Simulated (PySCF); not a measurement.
**Do core-level shifts follow atomic charges?**

Species: C₅H₃PS.
Structure used (GFN2-xTB), in Å, numbered top down from 1:
```
atom  x, y, z in Å
P1     3.7928    0.5365    0.1353
C2     2.2383    0.3943    0.0829
C3     0.8663    0.2743    0.0366
C4     0.1123   -0.8751   -0.0403
C5    -1.2690   -0.6255   -0.0695
C6    -1.5684    0.7012   -0.0154
S7    -0.1692    1.6899    0.0731
H8     0.5541   -1.8549   -0.0746
H9    -2.0129   -1.4002   -0.1276
H10   -2.5354    1.1642   -0.0230
```

Binding energies: PySCF, delta-SCF UKS SCAN, pcX-2 on the ionised atom, pcseg-1 elsewhere, spin-free X2C. Charges: PBE0/pcSseg-1 ground-state density, for the ionised atom.

```json
{"atom": "C4", "environment": "aromatic CH carbon", "C 1s (eV)": "290.35", "Mulliken (e)": "+0.040", "IAO (e)": "-0.153", "Hirshfeld (e)": "-0.051", "ESP (e)": "-0.151"}
{"atom": "C2", "environment": "triply bonded carbon", "C 1s (eV)": "290.45", "Mulliken (e)": "-0.135", "IAO (e)": "-0.307", "Hirshfeld (e)": "-0.117", "ESP (e)": "-0.227"}
{"atom": "C5", "environment": "aromatic CH carbon", "C 1s (eV)": "290.51", "Mulliken (e)": "-0.041", "IAO (e)": "-0.180", "Hirshfeld (e)": "-0.067", "ESP (e)": "-0.172"}
{"atom": "C6", "environment": "aromatic CH next to a ring sulfur", "C 1s (eV)": "290.69", "Mulliken (e)": "-0.254", "IAO (e)": "-0.303", "Hirshfeld (e)": "-0.069", "ESP (e)": "-0.293"}
{"atom": "C3", "environment": "substituted aromatic carbon", "C 1s (eV)": "291.33", "Mulliken (e)": "-0.448", "IAO (e)": "-0.159", "Hirshfeld (e)": "-0.038", "ESP (e)": "+0.083"}
```

How well does each charge scheme correlate with the binding energies over these sites?

ESP: r = 0.77, slope 2.1 eV per e; Hirshfeld: r = 0.53, slope 6.9 eV per e; IAO: r = 0.24, slope 1.2 eV per e; Mulliken: r = -0.94, slope -1.9 eV per e. ESP charges have the highest r, on only 5 points.

The point-charge model writes a binding energy as kq + V + constant, with V the potential of the other atoms' charges at the site. What does it give with the Mulliken charges?

V = Σ 14.40 eV Å × q/r over all other atoms: -2.54 eV at C4, -0.94 eV at C2, -0.44 eV at C5, +2.80 eV at C6, +2.47 eV at C3. Fitting binding energy − V to q gives k = 8.7 eV per e and leaves an rms residual of 1.02 eV, against 0.12 eV for the fit on q alone. The model has no term for differences in relaxation between sites.

The unrestricted hole states depart most from a pure doublet (⟨S²⟩ = 0.75; over 0.85 named) for C 1s of C2 (0.97) and C 1s of C3 (0.85), which makes these values less certain. Geometry: GFN2-xTB; no solvent, vibrations or thermal averaging.
